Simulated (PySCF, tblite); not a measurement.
Isomers of C5H8F3P, one GFN2-xTB conformer each. Single-point energies are computed at PBE0/pcSseg-1 (PySCF, gas phase, no added dispersion term), electronic only.

| SMILES | GFN2-xTB relative energy (kcal/mol) |
| --- | --- |
| C/C=P/CCC(F)(F)F | 0.0 |
| C=CCP(C)C(F)(F)F | 2.2 |
| C=CP(CC)C(F)(F)F | 5.4 |

Conformers: `[CH3:1]/[CH:2]=[P:3]/[CH2:4][CH2:5][C:6]([F:7])([F:8])[F:9]` with C2–P3–C4–C5 -72°, P3–C4–C5–C6 -60°; `[CH2:1]=[CH:2][CH2:3][P:4]([CH3:5])[C:6]([F:7])([F:8])[F:9]` with C1–C2–C3–P4 112°, C2–C3–P4–C5 -77°; `[CH2:1]=[CH:2][P:3]([CH2:4][CH3:5])[C:6]([F:7])([F:8])[F:9]` with C1–C2–P3–C4 137°, C2–P3–C4–C5 -75°.

What does PBE0/pcSseg-1 give for the same structures?

| SMILES | PBE0/pcSseg-1 E (Eh) | PBE0/pcSseg-1 (kcal/mol) | GFN2-xTB (kcal/mol) | point group |
| --- | --- | --- | --- | --- |
| C/C=P/CCC(F)(F)F | -835.51075 | 0.0 | 0.0 | C1 |
| C=CCP(C)C(F)(F)F | -835.50622 | 2.8 | 2.2 | C1 |
| C=CP(CC)C(F)(F)F | -835.50234 | 5.3 | 5.4 | C1 |

Both levels put the same isomer lowest; measured from each level's own lowest isomer, the values differ by up to 0.6 kcal/mol (C=CCP(C)C(F)(F)F: 2.2 against 2.8). As drawn, the highest has a C=C bond outside aromatic rings, which the lowest lacks. Neighbours under 2.5 kcal/mol apart (C=CCP(C)C(F)(F)F and C=CP(CC)C(F)(F)F) can change places with a better method, another conformer or zero-point energy.

Which frontier levels, dipoles and rotational constants go with these structures?

```csv
SMILES,"HOMO (eV, PBE0/pcSseg-1)",LUMO (eV),dipole (D),"A, B, C (MHz)"
C/C=P/CCC(F)(F)F,-7.04,-1.42,3.07,"2659, 738.8, 694.2"
C=CCP(C)C(F)(F)F,-7.47,-0.20,2.42,"2543, 821.5, 759.2"
C=CP(CC)C(F)(F)F,-7.62,-0.79,2.73,"1711, 1130, 828.5"
```

What happens when harmonic zero-point energies from GFN2-xTB frequencies are added?

```
          SMILES  ZPE (kcal/mol)  electronic (kcal/mol)  with ZPE (kcal/mol)
C/C=P/CCC(F)(F)F            76.6                    0.0                  0.0
C=CCP(C)C(F)(F)F            75.0                    2.8                  1.2
C=CP(CC)C(F)(F)F            75.4                    5.3                  4.1
```

The zero-point energies span 1.6 kcal/mol. The order is unchanged.
